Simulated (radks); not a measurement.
Initial-state core-level shifts of the strontium ion Sr+ when its valence configuration changes from [Kr] 5s1. Method: scalar-relativistic Kohn-Sham, r2SCAN, spin-unpolarised, spherical densities, finite nucleus; meta-GGA in the generalised Kohn-Sham scheme; Fermi nuclear charge, rms radius 4.224 fm; computed with a radial shooting solver on a logarithmic mesh with Libxc functionals. Shifts are changes of the shell-averaged eigenvalues in eV (positive: less bound); the change of the density at the nucleus, which sets a Mossbauer isomer shift, is in e/bohr^3, on a base of 6.194e+04.

\begin{tabular}{lrrrrr}
valence & 2p & 3d & 4s & 4p & density at nucleus \\ \hline
5s0.5 5p0.5 & -0.647 & -0.646 & -0.628 & -0.610 & -3.401 \\
5p1 & -1.281 & -1.280 & -1.243 & -1.205 & -6.609 \\
4d1 & +2.219 & +2.227 & +2.148 & +1.976 & -7.901 \\
4d0.5 5s0.5 & +1.185 & +1.187 & +1.138 & +1.043 & -4.115 \\
\end{tabular}
